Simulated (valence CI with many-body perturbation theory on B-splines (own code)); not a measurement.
E1 line list for Te¹⁹⁺

Calculated by valence CI with perturbative core correlation (CI+MBPT): five valence electrons over a frozen Dirac-Fock core [Ar] 3d10, a basis of 11 s, 11 p, 10 d, 8 f, 5 g, 2 h functions for each j, with the one-electron correlation potential Σ1, the two-electron term Σ2, the three-electron term Σ3, Breit, model QED; selected CI, second order for the rest, scaled by the run's own slope (own B-spline code, finite nucleus).

No measured spectrum was set against this ion. As an estimate, levels hold to about 250 cm⁻¹ or 0.2 % of their energy and the worst to 1 %, as in measured heavy ions of charge 2 to 7; those with d or f electrons hold less well. Among the levels kept, up to 2100 cm⁻¹ of a level comes from second order outside the variational space, and about a tenth of that is noise between levels of different J, which matters for small intervals.

Lines 101 to 150 of 554 in falling wavelength, among levels below 1598500 cm⁻¹, chosen from the strongest by gf and those to the six lowest levels. Wavelengths and rates use the calculated energies, so an error of 1000 cm⁻¹ moves a line at 182.2 Å by 0.18 % and its rate by three times that or more. Electric multipoles are in the length gauge, E1 and E2 with the static RPA response of the core. Weak lines are less certain than strong ones. Lines between different terms over intervals too small for the method are left out, as are lines whose strength nearly cancels. Where a level lies close to another of its J and parity, the split of strength between their lines is uncertain. The highest levels of a list are the least certain.

Names give the largest LS component (configuration and term), which can be under half, so a name can repeat, a term be missing and a line seem to break the LS rules; names also repeat where a configuration has a term twice. Letters in brackets count levels of one name in rising energy.

| λ vac (Å) | Upper | Lower | A (s⁻¹) | S (a.u.) with core polarisation | S without |
| --- | --- | --- | --- | --- | --- |
| 182.2 | 4s.4p3.4d 2P°_3/2 [b] | 4s2.4p2.4d 2D_5/2 [a] | 1.25e+10 | 1.50e-01 | 1.62e-01 |
| 182.2 | 4s2.4p2.4f 4F°_3/2 [b] | 4s2.4p2.4d 2D_3/2 [c] | 9.69e+09 | 1.16e-01 | 1.26e-01 |
| 182.1 | 4s2.4p2.4d 4F_3/2 | 4s2.4p3 2D°_3/2 | 1.56e+09 | 1.86e-02 | 2.00e-02 |
| 182.1 | 4s.4p3.4d 2G°_7/2 [b] | 4s2.4p2.4d 4F_9/2 | 8.36e+09 | 1.99e-01 | 2.16e-01 |
| 181.9 | 4s.4p4 2P_1/2 [a] | 4s2.4p3 2D°_3/2 | 2.94e+10 | 1.75e-01 | 1.89e-01 |
| 181.3 | 4s.4p3.4d 2D°_3/2 [f] | 4s2.4p2.4d 2D_5/2 [b] | 1.74e+10 | 2.05e-01 | 2.23e-01 |
| 181.2 | 4s2.4p.4d2 4D°_3/2 [a] | 4s2.4p2.4d 2P_1/2 [b] | 1.08e+10 | 1.27e-01 | 1.38e-01 |
| 181.0 | 4s.4p3.4d 2F°_5/2 [a] | 4s2.4p2.4d 4F_7/2 | 1.03e+10 | 1.80e-01 | 1.96e-01 |
| 179.7 | 4s.4p3.4d 2P°_1/2 [c] | 4s2.4p2.4d 2D_3/2 [b] | 3.42e+10 | 1.96e-01 | 2.13e-01 |
| 179.4 | 4s.4p3.4d 2D°_5/2 [b] | 4s2.4p2.4d 4F_7/2 | 1.41e+10 | 2.41e-01 | 2.61e-01 |
| 179.0 | 4s.4p3.4d 2F°_5/2 [c] | 4s2.4p2.4d 2G_7/2 | 6.92e+09 | 1.18e-01 | 1.27e-01 |
| 178.8 | 4s.4p3.4d 4D°_7/2 [e] | 4s2.4p2.4d 4F_9/2 | 5.59e+10 | 1.26e+00 | 1.37e+00 |
| 178.7 | 4p5 2P°_3/2 | 4s.4p4 4P_5/2 | 4.32e+09 | 4.86e-02 | 5.27e-02 |
| 178.6 | 4s2.4p2.4d 4F_5/2 | 4s2.4p3 2D°_5/2 | 6.11e+08 | 1.03e-02 | 1.11e-02 |
| 178.5 | 4s2.4p.4d2 4G°_9/2 | 4s2.4p2.4d 2G_9/2 | 5.87e+09 | 1.65e-01 | 1.79e-01 |
| 178.4 | 4s.4p3.4d 2P°_1/2 [a] | 4s2.4p2.4d 4D_3/2 | 2.13e+10 | 1.19e-01 | 1.29e-01 |
| 176.8 | 4s.4p4 2P_3/2 | 4s2.4p3 2D°_3/2 | 2.43e+09 | 2.65e-02 | 2.88e-02 |
| 176.3 | 4s.4p4 2D_3/2 | 4s2.4p3 4S°_3/2 | 2.17e+09 | 2.34e-02 | 2.54e-02 |
| 175.1 | 4s.4p3.4d 2F°_7/2 [d] | 4s2.4p2.4d 2G_9/2 | 5.69e+10 | 1.21e+00 | 1.31e+00 |
| 173.7 | 4s2.4p2.4d 4P_5/2 | 4s2.4p3 2P°_3/2 | 8.74e+07 | 1.36e-03 | 1.49e-03 |
| 173.6 | 4s.4p3.4d 2F°_5/2 [d] | 4s2.4p2.4d 2G_7/2 | 3.99e+10 | 6.19e-01 | 6.70e-01 |
| 173.5 | 4s2.4p.4d2 2D°_3/2 | 4s2.4p2.4d 2D_5/2 [b] | 9.23e+09 | 9.51e-02 | 1.03e-01 |
| 173.3 | 4s2.4p2.4d 4D_1/2 | 4s2.4p3 2P°_1/2 | 2.55e+09 | 1.31e-02 | 1.42e-02 |
| 172.6 | 4s.4p3.4d 4D°_7/2 [e] | 4s2.4p2.4d 4D_7/2 | 5.99e+09 | 1.22e-01 | 1.32e-01 |
| 171.8 | 4s2.4p2.4d 4P_3/2 | 4s2.4p3 2P°_3/2 | 1.21e+09 | 1.21e-02 | 1.31e-02 |
| 171.5 | 4s2.4p.4d2 4F°_5/2 | 4s2.4p2.4d 2F_7/2 [b] | 1.41e+10 | 2.11e-01 | 2.28e-01 |
| 171.3 | 4s2.4p2.4d 4P_1/2 | 4s2.4p3 2P°_3/2 | 2.10e+09 | 1.04e-02 | 1.12e-02 |
| 170.8 | 4s.4p3.4d 4D°_7/2 [e] | 4s2.4p2.4d 4F_7/2 | 6.90e+09 | 1.36e-01 | 1.47e-01 |
| 170.6 | 4s.4p3.4d 4D°_5/2 [c] | 4s2.4p2.4d 4F_7/2 | 6.89e+09 | 1.01e-01 | 1.10e-01 |
| 170.3 | 4s.4p3.4d 2D°_3/2 [d] | 4s2.4p2.4d 4D_5/2 | 1.75e+10 | 1.71e-01 | 1.85e-01 |
| 169.7 | 4s2.4p2.4d 4D_3/2 | 4s2.4p3 2P°_1/2 | 2.61e+09 | 2.52e-02 | 2.73e-02 |
| 168.4 | 4s.4p4 2D_5/2 | 4s2.4p3 4S°_3/2 | 1.87e+08 | 2.64e-03 | 2.85e-03 |
| 167.7 | 4s.4p3.4d 2D°_5/2 [e] | 4s2.4p2.4d 2F_7/2 [a] | 2.30e+10 | 3.21e-01 | 3.48e-01 |
| 167.7 | 4s2.4p2.4f 2G°_7/2 [b] | 4s2.4p2.4d 2D_5/2 [d] | 7.84e+09 | 1.46e-01 | 1.60e-01 |
| 167.6 | 4s2.4p.4d2 4D°_7/2 [a] | 4s2.4p2.4d 2D_5/2 [a] | 1.05e+10 | 1.96e-01 | 2.14e-01 |
| 167.2 | 4s2.4p2.4f 2D°_5/2 [b] | 4s2.4p2.4d 2F_7/2 [b] | 2.09e+10 | 2.89e-01 | 3.14e-01 |
| 166.8 | 4s.4p3.4d 6D°_5/2 | 4s.4p4 4P_5/2 | 2.68e+09 | 3.68e-02 | 3.94e-02 |
| 166.7 | 4s.4p3.4d 6D°_3/2 | 4s.4p4 4P_5/2 | 4.17e+09 | 3.82e-02 | 4.10e-02 |
| 165.9 | 4s.4p3.4d 6D°_7/2 | 4s.4p4 4P_5/2 | 8.31e+08 | 1.50e-02 | 1.59e-02 |
| 165.7 | 4s2.4p2.4d 2F_5/2 | 4s2.4p3 2D°_5/2 | 8.82e+08 | 1.19e-02 | 1.28e-02 |
| 165.3 | 4s2.4p.4d2 4G°_7/2 [b] | 4s2.4p2.4d 2G_7/2 | 9.07e+09 | 1.62e-01 | 1.75e-01 |
| 165.3 | 4s2.4p2.4d 2D_3/2 [a] | 4s2.4p3 2P°_3/2 | 4.05e+08 | 3.61e-03 | 3.90e-03 |
| 162.6 | 4s.4p3.4d 2D°_5/2 [b] | 4s2.4p2.4d 4F_5/2 | 1.17e+10 | 1.48e-01 | 1.61e-01 |
| 162.5 | 4s.4p3.4d 4D°_3/2 [c] | 4s2.4p2.4d 2F_5/2 | 1.29e+10 | 1.10e-01 | 1.19e-01 |
| 162.1 | 4s2.4p.4d2 4G°_5/2 [a] | 4s2.4p2.4d 4F_7/2 | 9.07e+09 | 1.14e-01 | 1.24e-01 |
| 162.0 | 4s2.4p2.4d 4F_7/2 | 4s2.4p3 2D°_5/2 | 7.21e+08 | 1.21e-02 | 1.29e-02 |
| 161.2 | 4s2.4p2.4d 4D_3/2 | 4s2.4p3 2D°_5/2 | 2.81e+10 | 2.32e-01 | 2.51e-01 |
| 161.1 | 4s2.4p2.4d 2D_5/2 [a] | 4s2.4p3 2P°_3/2 | 1.70e+09 | 2.11e-02 | 2.28e-02 |
| 160.4 | 4s2.4p2.4d 4D_7/2 | 4s2.4p3 2D°_5/2 | 5.88e+07 | 9.56e-04 | 1.03e-03 |
| 160.2 | 4s.4p3.4d 2D°_3/2 [b] | 4s2.4p2.4d 4F_3/2 | 1.31e+10 | 1.06e-01 | 1.15e-01 |
